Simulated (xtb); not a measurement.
xtb input (GFN-FF):

```bash
xtb mol.xyz --gfnff --opt tight --chrg 1 --uhf 0
```
mol.xyz:
```
4

Sn    -0.00000000    -0.00000000    -0.00000000
H      0.62512032    -0.47874728     1.49682175
H     -0.36569028     1.62694844    -0.28241660
H     -0.25943004    -1.14820116    -1.21440515
```

End of the output:

```
         :::::::::::::::::::::::::::::::::::::::::::::::::::::
         ::                     SUMMARY                     ::
         :::::::::::::::::::::::::::::::::::::::::::::::::::::
         :: total energy               1.161557521725 Eh    ::
         :: gradient norm              0.000165345275 Eh/a0 ::
         ::.................................................::
         :: bond energy               -0.227922107429 Eh    ::
         :: angle energy               0.000000000000 Eh    ::
         :: torsion energy             0.000000000000 Eh    ::
         :: repulsion energy           0.008369045300 Eh    ::
         :: electrostat energy         1.381668777133 Eh    ::
         :: dispersion energy         -0.000558193279 Eh    ::
         :: HB energy                  0.000000000000 Eh    ::
         :: XB energy                  0.000000000000 Eh    ::
         :: bonded atm energy          0.000000000000 Eh    ::
         :: external energy            0.000000000000 Eh    ::
         :: add. restraining           0.000000000000 Eh    ::
         :: total charge               1.000000000000 e     ::
         :::::::::::::::::::::::::::::::::::::::::::::::::::::

           -------------------------------------------------
          |                Property Printout                |
           -------------------------------------------------

molecular dipole:
                 x           y           z       tot (Debye)
 q only:       -0.000       0.000      -0.000       0.000
           -------------------------------------------------
          |                Geometry Summary                 |
           -------------------------------------------------

      molecular mass/u    :      121.7339348
   center of mass at/Å    :        0.0000000       0.0000000       0.0000000
  moments of inertia/u·Å² :        0.4521535E+01   0.4521535E+01   0.9043070E+01
rotational constants/cm⁻¹ :        0.3728298E+01   0.3728298E+01   0.1864149E+01

 * 3 selected distances

     #   Z          #   Z                                           value/Å
     1  50 Sn       2   1 H                                       1.7293378 (min)
     1  50 Sn       3   1 H                                       1.7293378
     1  50 Sn       4   1 H                                       1.7293378 (max)

 * 1 distinct bonds (by element types)

   Z      Z             #   av. dist./Å        max./Å        min./Å
   1 H   50 Sn          3     1.7293378     1.7293378     1.7293378

optimized geometry written to: xtbopt.xyz

           -------------------------------------------------
          | TOTAL ENERGY                1.161557521725 Eh   |
          | GRADIENT NORM               0.000165345275 Eh/α |
           -------------------------------------------------
########################################################################
[WARNING] Runtime exception occurred
-1- gfnff_setup: Could not read topology file.
########################################################################

------------------------------------------------------------------------
------------------------------------------------------------------------
 total:
 SCF:
Note: The following floating-point exceptions are signalling: IEEE_UNDERFLOW_FLAG IEEE_DENORMAL
normal termination of xtb
 ANC optimizer:
```
